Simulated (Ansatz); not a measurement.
Computed with Ansatz on PBE0-D4/def2-TZVP structures; ΔE is electronic, products minus reactants. CCSD(T)/CBS is the MP2 limit (def2-TZVPP, def2-QZVPP) plus CCSD(T) − MP2 in def2-TZVPP, frozen cores. Functionals use def2-TZVPP. Each species was taken in one conformer, which may not be the lowest.

`C[SiH2]S[SiH](C)Cl` + `C=C(O)F` → `C=C(F)O[SiH2]C` + `C[SiH](S)Cl`  (ligand exchange at the Si–S bond)

Question: Is it downhill or uphill in electronic energy at CCSD(T)/CBS, and by how much? (Estimate.)

Answer: Computed: Downhill: ΔE = -22.2 kJ/mol.

Question: What do these levels give: PBE-D4, r2SCAN-D4, ωB97M-V, PBE, r2SCAN, MP2/def2-TZVPP, SCS-MP2/def2-TZVPP, CCSD/def2-TZVPP, HF/def2-QZVPP, SCS-MP2/def2-QZVPP, HF/CBS(def2), MP2/CBS(def2)? (Estimate.)

Answer: The calculation gave: PBE-D4 -10.4, r2SCAN-D4 -21.6, ωB97M-V -23.6, PBE -16.9, r2SCAN -23.4, MP2/def2-TZVPP -22.0, SCS-MP2/def2-TZVPP -29.3, CCSD/def2-TZVPP -30.9, HF/def2-QZVPP -47.1, SCS-MP2/def2-QZVPP -26.9, HF/CBS(def2) -47.3, MP2/CBS(def2) -17.2 kJ/mol.

Largest T1 diagnostic among the species: 0.012.

The D4 term adds +10.6 kJ/mol with B3LYP and +6.0 kJ/mol with PBE0; it sums over pairs of atoms, weighted by their polarisabilities, and B3LYP, whose exchange is more repulsive, gets the larger term. In def2-TZVPP, CCSD(T) changes the Hartree–Fock value by +19.0 kJ/mol (the triples alone add +3.9 kJ/mol) and MP2 by +24.0 kJ/mol.

B3LYP here is the variant with VWN-RPA as its local correlation; programs differ in this.
